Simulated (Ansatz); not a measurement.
Mulliken charges of CH$_{5}$BSe, SMILES `B[Se]C` from PBE/def2-TZVPP in Ansatz (PBE0-D4/def2-TZVP geometry).

```csv
atom,x (Å),y (Å),z (Å),charge (e)
B1,-1.140,0.540,-1.086,-0.173
Se2,-0.312,-1.066,-0.551,0.083
C3,0.920,-0.467,0.838,-0.347
H4,-0.842,1.575,-0.573,0.020
H5,-1.958,0.449,-1.948,0.026
H6,0.826,0.611,0.950,0.129
H7,1.934,-0.731,0.544,0.132
H8,0.666,-0.967,1.771,0.132
```

Problem. By hand: the dipole of these point charges (1 e Å = 4.8032 D).

Solution. Σ q r = (0.234, -0.122, 0.217) e Å, of length 0.342 e Å = 1.64 D.

Problem. How does the dipole of the full density compare? (An estimate is asked.)

Solution. Ansatz gave: (0.245, -0.018, 0.249) e Å, 1.68 D; the point charges give 0.98 times that, at 18° from its direction.

Point charges leave out the atoms' own dipoles, such as those of lone pairs, and Mulliken's split depends on the basis, so the close match here is no proof of good charges.
